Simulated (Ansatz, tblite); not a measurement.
Removing and adding an electron: AlGaAs₂ (the lowest singlet isomer of a short search). Total charge 0; singlet. Geometry: r2SCAN-D4/def2-SVP. Ansatz, gas phase; energy differences of separate SCF runs; the oxidised species was run as a doublet alone; the reduced species was run as a doublet alone.

```xyz
4

Al    1.957   -1.144    0.682
Ga   -1.970    1.155   -0.697
As   -0.485   -1.005   -0.259
As    0.498    0.994    0.275
```

The xTB rows come from tblite. The structure comes from a short search, and lower isomers may exist.

Estimate orbital energies and vertical ionisation energies and electron affinities at: GFN1-xTB; GFN2-xTB; PBE-D4/def2-TZVP; PBE-D4/def2-TZVPD; r2SCAN-D4/def2-TZVP; r2SCAN-D4/def2-TZVPD; PBE0-D4/def2-TZVP; PBE0-D4/def2-TZVPD.


| level | −HOMO (eV) | vertical IE (eV) | −LUMO (eV) | vertical EA (eV) | HOMO–LUMO gap (eV) | IE − EA (eV) | remarks |
| --- | --- | --- | --- | --- | --- | --- | --- |
| GFN1-xTB | 8.58 | 11.26 | 7.52 | – | 1.06 | – | – |
| GFN2-xTB | 7.48 | 10.34 | 6.74 | 3.90 | 0.74 | 6.44 | – |
| PBE-D4/def2-TZVP | 4.83 | 7.12 | 3.91 | – | 0.92 | – | – |
| PBE-D4/def2-TZVPD | 4.84 | – | 3.94 | 1.59 | 0.91 | – | HOMO above zero (-1 doublet) |
| r2SCAN-D4/def2-TZVP | 5.01 | 7.14 | 4.00 | – | 1.00 | – | – |
| r2SCAN-D4/def2-TZVPD | 5.01 | – | 4.01 | 1.79 | 0.99 | – | HOMO above zero (-1 doublet) |
| PBE0-D4/def2-TZVP | 5.59 | 7.20 | 3.19 | – | 2.40 | – | – |
| PBE0-D4/def2-TZVPD | 5.60 | – | 3.22 | 1.69 | 2.38 | – | – |

   A HOMO above zero means that the electron is unbound at that level or that self-interaction error raises the level; the energy of removing that electron tells which. Raw xTB energy differences between charge states are shifted by several eV; the methods need an empirical correction for them.
